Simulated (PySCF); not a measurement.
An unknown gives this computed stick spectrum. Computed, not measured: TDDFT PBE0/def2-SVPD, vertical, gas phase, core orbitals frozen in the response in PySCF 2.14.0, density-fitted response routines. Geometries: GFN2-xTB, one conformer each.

```tsv
state	E (eV)	λ (nm)	f
S1	4.54	273.1	0.0023
S2	4.90	252.8	0.377
S3	6.33	195.8	0.0069
S4	6.35	195.1	0.0012
S5	6.71	184.7	0.0011
S6	7.01	177.0	0.085
```

Task: Which candidate is it? All have the formula C5H4FNO.
A. `N#CC/C(F)=C/C=O`
B. `N#C[C@H](F)OC1C=C1`
C. `[H]/N=C\C1=CC=C(F)O1`
D. `Oc1ccncc1F`

Result: C. Its S1 lies at 4.54 eV; the nearest of the others has S1 at 5.19 eV. S1 is HOMO-1→LUMO (98%). Löwdin shares by element: HOMO carbon 53% or more, nitrogen 15% (atoms not listed hold the other 33%); LUMO carbon 47% or more, nitrogen 22% (atoms not listed hold the other 30%). At the same level the other candidates give, for their lowest levels:
- `N#C[C@H](F)OC1C=C1`: 6.34 eV (f 0.002); 6.95 eV (f 0.031); 7.45 eV (f 0.029); 7.46 eV (f 0.024); 7.61 eV (f 0.007); T1 4.60 eV; HOMO -8.70, LUMO -0.74 eV
- `Oc1ccncc1F`: 5.19 eV (f 0.003); 5.44 eV (f 0.001); 5.56 eV (f 0.010); 6.23 eV (f 0.013); 6.47 eV (f 0.000); T1 4.25 eV; HOMO -7.63, LUMO -0.81 eV
- `N#CC/C(F)=C/C=O`: 3.57 eV (f 0.000); 5.96 eV (f 0.484); 6.69 eV (f 0.002); 6.73 eV (f 0.007); 6.84 eV (f 0.008); T1 3.02 eV; HOMO -7.98, LUMO -2.42 eV

The values belong to the conformer `[H]/[N:1]=[CH:2]\[c:3]1[cH:4][cH:5][c:6]([F:7])[o:8]1`: N1–C2–C3–C4 0°.
Triplets come from the Tamm–Dancoff approximation.
